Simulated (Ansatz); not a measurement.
2-bromo-1,1-difluoroethane (C2H3BrF2), SMILES FC(F)CBr.

Geometry: PBE0-D3(BJ)/def2-SVP. Other conformers were not sampled.

Two levels are set side by side: PBE/def2-SVPD (Ansatz, a first-principles code) and CAM-B3LYP/def2-SVPD (Ansatz). Energy differences of separate SCF runs at the same geometry; the states with an electron removed or added have multiplicity 2 and 2. Differences are taken from unrounded values.

```json
[
 {"quantity": "vertical ionisation energy (eV)", "CAM-B3LYP": "11.10", "PBE": "10.59", "PBE minus CAM-B3LYP": "-0.50"},
 {"quantity": "vertical singlet–triplet gap (eV)", "CAM-B3LYP": "5.75", "PBE": "5.52", "PBE minus CAM-B3LYP": "-0.23"}
]
```
